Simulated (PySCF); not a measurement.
Compound: C9H4O2.
SMILES with atom numbers: `[CH3:1][C:2]#[C:3][C:4]#[C:5][c:6]1[cH:7][c:8](=[O:9])[c:10]1=[O:11]` (hydrogens: H12, H13, H14 on C1; H15 on C7)

Geometry (PBE0-D3(BJ)/def2-SVP, Å), atoms numbered from 1 in this order:
```xyz
15
C9H4O2 angstrom
C     -3.810   -0.997   -2.248
C     -2.614   -0.679   -1.500
C     -1.600   -0.412   -0.876
C     -0.468   -0.117   -0.180
C      0.548    0.143    0.456
C      1.738    0.451    1.109
C      2.181    0.418    2.405
C      3.554    0.906    2.079
O      4.557    1.135    2.681
C      3.082    0.971    0.585
O      3.520    1.274   -0.475
H     -3.704   -0.709   -3.306
H     -4.684   -0.469   -1.833
H     -4.018   -2.078   -2.206
H      1.695    0.130    3.338
```

Computed with PySCF at PBE0/pcSseg-1 and CAM-B3LYP/def2-SVPD, non-relativistic, on one gas-phase PBE0-D3(BJ)/def2-SVP geometry that isn't relaxed in the solvent. The solvent is an IEF-PCM continuum (cavity from Bondi-type radii × 1.2). The model holds no explicit solvent molecules, cavitation or dispersion.

Gas phase at PBE0/pcSseg-1: HOMO -7.06 eV, LUMO -3.06 eV, dipole 7.04 D.

Q: What does the continuum do to the energy, the frontier levels and the dipole at PBE0/pcSseg-1 in chloroform and tetrahydrofuran?

A: 
```json
{"solvent": "chloroform", "ε": "4.711", "E(solvent) − E(gas) (kcal/mol)": "-6.42", "polarisation term (kcal/mol)": "-7.40", "distortion of the solute (kcal/mol)": "0.98", "HOMO (eV)": "-7.10", "LUMO (eV)": "-2.99", "dipole (D)": "8.50"}
{"solvent": "tetrahydrofuran", "ε": "7.426", "E(solvent) − E(gas) (kcal/mol)": "-7.36", "polarisation term (kcal/mol)": "-8.65", "distortion of the solute (kcal/mol)": "1.29", "HOMO (eV)": "-7.11", "LUMO (eV)": "-2.98", "dipole (D)": "8.69"}
```

The polarisation term is half the interaction of the solute with the surface charges that it induces; the rest is the cost of distorting the solute's density. The sum is the electrostatic part of solvation alone. From chloroform to tetrahydrofuran the lowering changes by a factor 1.15, Onsager's factor (ε − 1)/(2ε + 1) by 1.14 and ε itself by 1.6.

Q: Which radius a makes the point-dipole formula ΔE = −[(ε − 1)/(2ε + 1)]·μ²/a³ give the value in tetrahydrofuran, with the gas-phase dipole?

A: μ = 2.768 au and |ΔE| = 0.01174 Eh give a = 3.40 Å; the farthest nucleus lies 5.41 Å from the centroid of the nuclei, so such a sphere wouldn't even hold the nuclei. The formula assumes a rigid point dipole at the centre of a sphere.

Q: Give the dipole vector in the frame of the coordinates (D, pointing from negative to positive charge), gas and tetrahydrofuran.

A: Gas (-6.67, -2.16, -0.62), solvent (-8.24, -2.69, -0.67). Its length changes by +24 % and its direction by less than 1°.

Q: Which Hirshfeld charges (PBE0/pcSseg-1) respond most in chloroform (means over atoms taken as equivalent)?

A: 
```
      atoms                 environment  gas (e)  solvent (e)  change
         O9             carbonyl oxygen   -0.220       -0.248  -0.028
        O11             carbonyl oxygen   -0.203       -0.230  -0.027
         C7  unsaturated ring CH carbon   -0.011       +0.004  +0.015
        H15          hydrogen on carbon   +0.081       +0.095  +0.014
         C3               alkyne carbon   -0.054       -0.067  -0.013
         C2               alkyne carbon   +0.014       +0.024  +0.010
H12/H13/H14             methyl hydrogen   +0.071       +0.078  +0.007
         C6     unsaturated ring carbon   +0.020       +0.025  +0.005
```

Q: Which Mayer bond orders change most in chloroform?

A: 
| bond | length (Å) | gas | solvent | change |
| --- | --- | --- | --- | --- |
| C8–O9 | 1.192 | 2.023 | 1.991 | -0.032 |
| C10–O11 | 1.186 | 2.120 | 2.093 | -0.027 |
| C2–C3 | 1.221 | 2.126 | 2.106 | -0.020 |
| C6–C7 | 1.371 | 1.514 | 1.494 | -0.020 |
| C7–C8 | 1.494 | 0.985 | 1.000 | +0.015 |
| C1–C2 | 1.446 | 1.256 | 1.268 | +0.012 |
| C10–C6 | 1.534 | 0.882 | 0.893 | +0.011 |
| C8–C10 | 1.568 | 0.867 | 0.877 | +0.010 |

Q: How do the nuclear quadrupole coupling constants eQVzz/h respond in chloroform?

A: 
```
   nucleus  Q (barn)  gas (MHz)  solvent (MHz)  η gas  η solvent
 17O at O9   -0.0256      10.40          10.14   0.49       0.42
17O at O11   -0.0256      10.28          10.04   0.57       0.51
```

Gas phase at CAM-B3LYP/def2-SVPD: HOMO -8.42 eV, LUMO -2.07 eV, dipole 7.29 D.

Q: What does the continuum do to the energy, the frontier levels and the dipole at CAM-B3LYP/def2-SVPD in chloroform and tetrahydrofuran?

A: 
| solvent | ε | E(solvent) − E(gas) (kcal/mol) | polarisation term (kcal/mol) | distortion of the solute (kcal/mol) | HOMO (eV) | LUMO (eV) | dipole (D) |
| --- | --- | --- | --- | --- | --- | --- | --- |
| chloroform | 4.711 | -6.97 | -8.10 | 1.13 | -8.43 | -1.98 | 8.82 |
| tetrahydrofuran | 7.426 | -8.01 | -9.50 | 1.49 | -8.43 | -1.97 | 9.03 |

The atom shares or the degeneracy of the HOMO differ from the gas phase in chloroform and tetrahydrofuran, so that column needn't follow one orbital.

Q: How does the static polarisability (CAM-B3LYP/def2-SVPD, frozen core, with the continuum's full static response) change?

A: 
| medium | isotropic (au) | principal values (au) | ⟨r²⟩ of the electrons (bohr²) |
| --- | --- | --- | --- |
| gas | 140.5 | 61.7, 89.9, 270.0 | 3091.0 |
| chloroform | 178.5 | 74.3, 112.1, 349.0 | 3090.0 |
| tetrahydrofuran | 184.7 | 77.0, 116.2, 360.7 | 3089.9 |

The isotropic value in tetrahydrofuran is 1.31 times the gas-phase one; no cavity-field correction is applied. ⟨r²⟩ is taken about the centre of nuclear charge.
